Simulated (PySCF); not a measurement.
C₉H₈.
Structure used (GFN2-xTB), in Å, numbered top down from 1:
```
atom  x, y, z in Å
C1     3.7369   -0.1012   -0.2928
C2     2.6700   -0.6259   -0.1615
C3     1.3667   -1.2379    0.0016
C4     0.2982   -0.2271    0.2160
C5     0.2365    1.1236    0.2976
C6    -1.2189    1.1171    0.5163
C7    -2.1672    2.0173    0.7055
C8    -1.1580   -0.3751    0.4270
C9    -2.0167   -1.3759    0.5021
H10    4.6762    0.3502   -0.4099
H11    1.1271   -1.8316   -0.8891
H12    1.3897   -1.9250    0.8565
H13    0.9632    1.9105    0.2296
H14   -3.1951    1.7297    0.8443
H15   -1.9469    3.0713    0.7284
H16   -3.0664   -1.2064    0.6696
H17   -1.7022   -2.4015    0.3982
```

A PySCF run (density fitting, gas phase, GFN2-xTB geometry) gave HOMO -6.42 eV, LUMO -0.97 eV, dipole 0.67 D and E = -347.450 Eh.

Task: Which of these levels was it?
A. revPBE/6-31G-J
B. PBE0/pcSseg-1
C. PBE0/6-31G-J
D. PBE0/def2-SVPD
E. X3LYP/6-31++G**

Result: E. It is X3LYP/6-31++G**. All candidates on this geometry:

```csv
level and settings,kind,basis functions,SCF cycles,E (Eh),HOMO (eV),LUMO (eV),dipole (D)
"revPBE/6-31G-J, grid level 1",GGA,140,12,-347.4967,-5.36,-1.40,0.59
"X3LYP/6-31++G**, grid level 4, damping 0.1 at the start, DIIS from the seventh cycle",global hybrid,210,22,-347.4497,-6.42,-0.97,0.67
PBE0/def2-SVPD,global hybrid,244,14,-346.9428,-6.66,-0.89,0.63
PBE0/pcSseg-1,global hybrid,193,14,-347.1360,-6.66,-0.86,0.58
PBE0/6-31G-J,global hybrid,140,14,-347.1491,-6.43,-0.55,0.59
```

The nearest other candidate, by the summed differences of HOMO and LUMO, is PBE0/def2-SVPD: its HOMO differs by -0.24 eV and its LUMO by +0.08 eV. Cycle counts include a coarse-grid stage where the run had one. All basis functions are spherical, in the Pople sets too.
